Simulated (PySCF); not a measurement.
TiClO, SMILES [O]=[Ti+][Cl], charge +1, multiplicity 1. Heavy atoms are numbered as in [Ti+:1]([Cl:2])=[O:3].

Geometry optimised at PBE0-D3(BJ)/def2-TZVP. The multiplicity is an assumed one; other spin states were not compared. The isomer is the one that the SMILES or the coordinates give; other isomers of the formula were not compared.

Method: PBE/pcSseg-2 (PySCF).

GIAO shieldings, no solvent; atoms alike by connectivity are averaged. δ = σ(ref) − σ: ³⁵Cl against HCl (σ = 936.5 ppm); ¹⁷O against H2O (σ = 327.5 ppm), references at their B3LYP-D3(BJ)/def2-TZVP geometries, non-relativistic (without spin–orbit terms, shifts of atoms bonded to Cl or Br come out too high).

Q: Estimate the chemical shifts. (An estimate is asked for; the answer gives what the named calculation found.)

A: 
```tsv
nucleus	atoms	count	δ (ppm)
³⁵Cl	Cl2	1	1453.3
¹⁷O	O3	1	1352.8
```
